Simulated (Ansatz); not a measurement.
Computed with Ansatz on PBE0-D4/def2-TZVP structures; ΔE is electronic, products minus reactants. CCSD(T)/CBS adds triple-zeta CCSD(T) − MP2 to the extrapolated MP2 energy (def2 sets, frozen cores). DFT in def2-TZVPP. B3LYP here is the variant with VWN-RPA as its local correlation; programs differ in this. One conformer a species, not always the lowest.

Reaction (ligand exchange at the Si–N bond): `CC(N)N[SiH3]` + `[SiH3][AlH][SH]` → `[SiH3][AlH][S][SiH3]` + `CC(N)N`

`CC(N)N[SiH3]`:

```xyz
15

C     1.703   -0.103    0.231
C     0.384    0.580   -0.086
N     0.404    1.919    0.459
N    -0.766   -0.213    0.335
Si   -1.657   -1.233   -0.722
H     1.741   -1.096   -0.219
H     2.544    0.489   -0.133
H     1.814   -0.221    1.315
H     0.298    0.682   -1.176
H     0.615    1.894    1.450
H    -0.510    2.345    0.356
H    -0.736   -0.458    1.314
H    -2.850   -1.717    0.020
H    -0.923   -2.432   -1.234
H    -2.060   -0.436   -1.911
```

`[SiH3][AlH][SH]`:

```xyz
8

Si    1.197   -0.192   -0.981
Al   -0.444   -0.078    0.831
S    -2.348    0.890    0.370
H     0.711    0.487   -2.214
H     1.501   -1.611   -1.327
H     2.481    0.448   -0.577
H    -0.241   -0.646    2.297
H    -2.857    0.702    1.600
```

`[SiH3][AlH][S][SiH3]`:

Cartesian coordinates in Å:
```
Si 0.275 -1.374 1.263
Al -1.654 -0.021 0.579
S -1.462 1.509 -0.971
Si 0.606 1.300 -1.469
H 1.514 -0.555 1.379
H 0.028 -2.023 2.581
H 0.538 -2.452 0.268
H -3.112 -0.160 1.179
H 0.998 -0.132 -1.535
H 0.799 1.923 -2.801
H 1.469 1.985 -0.474
```

`CC(N)N`:

```xyz
12

C    -0.188    1.121   -0.519
C     0.291   -0.103    0.248
N     0.649   -1.240   -0.579
N    -0.773   -0.558    1.121
H    -0.428    1.949    0.155
H     0.584    1.467   -1.210
H    -1.087    0.872   -1.089
H     1.208    0.174    0.796
H    -0.152   -1.507   -1.141
H     1.406   -1.001   -1.207
H    -0.450   -1.348    1.666
H    -1.061    0.174    1.758
```

```
             level  ΔE (eV)
           PBE0-D4    -0.23
          B3LYP-D4    -0.13
           ωB97X-V    -0.15
               PBE    -0.21
             B3LYP    -0.09
    MP2/def2-TZVPP    -0.17
CCSD(T)/def2-TZVPP    -0.15
      HF/CBS(def2)    -0.06
```

What does CCSD(T)/CBS give? (An estimate is asked.)

Computed: -0.19 eV. The listed levels differ from it by -0.04, 0.06, 0.04, -0.02, 0.10, 0.02, 0.04, 0.13 eV.

Largest T1 diagnostic among the species: 0.013.

The D4 term adds −0.04 eV with B3LYP and −0.02 eV with PBE0; it sums over pairs of atoms, weighted by their polarisabilities, and B3LYP, whose exchange is more repulsive, gets the larger term. In def2-TZVPP, CCSD(T) changes the Hartree–Fock value by −0.08 eV (the triples alone add −0.02 eV) and MP2 by −0.11 eV.
